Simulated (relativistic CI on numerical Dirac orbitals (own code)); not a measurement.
# A ladder of approximations for the levels of Si VII

Calculated with a relativistic CI code on KLI orbitals (one set per configuration, finite nucleus), adding one ingredient at a time: step 1, Dirac-Coulomb, each configuration alone; step 2, with Breit and QED terms; step 3, with configuration mixing; step 4, with scaled Slater integrals (0.9); step 5, with a P86 correlation estimate; step 6, tied to the ionisation limit. P86 is a density functional for the correlation energy, evaluated here for each configuration and added to its levels. Step 6 is semi-empirical: configurations made of the next ion and one excited electron move by -508 cm⁻¹, so that their limit matches the tabulated ionisation energy, and those with a non-penetrating f or g electron also take the P86 value of the least penetrating other one.

Configurations in the expansion (outside the closed core 1s2): 2s2.2p4, 2s.2p5, 2p6, 2s2.2p3.3s, 2s2.2p3.3d, 2s2.2p3.4s, 2s2.2p3.4d, 2s.2p4.3s, 2s2.2p3.5d, 2s2.2p3.3p, 2p5.3s, 2p5.3p, 2p5.3d, 2s.2p4.3p, 2s2.2p3.4p, 2s2.2p3.4f.

Computed minus measured energy above the ground level, in cm⁻¹, for 15 of the 38 excited levels that pair in every step (one J of a term; a digit in brackets numbers repeated terms):

```
Configuration  Term  J  Measured  Step 1  Step 2  Step 3  Step 4  Step 5  Step 6
      2s2.2p4    3P  1      4030      18     -30     -31     -17     -17     -17
      2s2.2p4    1D  2     46570    2183    2066    2781   -1839   -1843   -1843
       2s.2p5   3P°  2    363170    9199    8961    3665    6205    7949    7947
       2s.2p5   1P°  1    505650   21887   21611   13817    1641    3398    3395
          2p6    1S  0    849057   18502   17985   40658   34065   37286   37286
   2s2.2p3.3s   3S°  1   1172470   -6090   -6439   -8380   -4389    2947    2441
   2s2.2p3.3s   1D°  2   1235890   -2747   -3170   -5315   -8002    -667   -1173
   2s2.2p3.3d   3D°  3   1367560   -3932   -4480   -6101   -2114    5538    5033
   2s2.2p3.3d   3F°  2   1426050  -14154  -14510  -16364  -17197   -9543  -10048
   2s2.2p3.4s   3D°  3   1631160   -5931   -6597   -7734   -9635   -1504   -2000
   2s2.2p3.4s   1D°  2   1635390   -6585   -7118   -7193   -9688   -1580   -2084
   2s2.2p3.4d   3D°  3   1643740   -9842  -10367   -8320   -4204    3275    2769
    2s.2p4.3s    3S  1   1663240    1022     650    1359   -9150    -224    -300
   2s2.2p3.4d   3S°  1   1712680   -6514   -7084   -6310   -9288   -1811   -2316
   2s2.2p3.5d   3D°  3   1769040  -11568  -12082   -8892   -5131    2947    2446
```

Mean absolute errors in cm⁻¹, over all paired levels and for the configurations:

```tsv
Configuration, levels	Step 1	Step 2	Step 3	Step 4	Step 5	Step 6
all, 38	7125	7184	6942	8561	4377	4436
2s2.2p4, 4	5408	5392	1436	2979	2962	2962
2s.2p5, 4	12454	12111	6188	5048	6796	6794
2p6, 1	18502	17985	40658	34065	37286	37286
2s2.2p3.3s, 6	7492	7460	8938	10991	4601	4932
2s2.2p3.3d, 15	5701	5817	6392	9162	2928	2968
2s2.2p3.4s, 3	6131	6409	5699	7712	2520	2705
2s2.2p3.4d, 3	6446	7007	5265	6117	2584	2420
2s.2p4.3s, 1	1022	650	1359	9150	224	300
2s2.2p3.5d, 1	11568	12082	8892	5131	2947	2446
```

Measured levels: NIST levels in Kelleher and Podobedova, J. Phys. Chem. Ref. Data 37, 1285 (2008); Martin and Zalubas, J. Phys. Chem. Ref. Data 12, 323 (1983).

The mean absolute error is lowest at step 5 (4377 cm⁻¹), and the largest single drop is from step 4 to 5 (8561 to 4377). Terms of the ground configuration are off by 5408 at first, 1436 with mixing and 2979 after scaling, which overcorrects here, since the mixing already narrows the term splittings. The Breit and QED terms change the top of the ground term (measured 5565) from 5728 to 5584. Mixing lowers the ground level by 848; relative to it the configurations that move most are 2p6 by +22672, 2s2.2p3.3s by -13195, 2s2.2p3.3d by -6206. The P86 estimate moves 2s.2p4.3s by +8926, 2s2.2p3.4s by +8177, 2s2.2p3.5d by +8078, and takes the mean absolute error of the excited configurations from 9218 to 4544. Step 6 takes that error from 4544 to 4609.
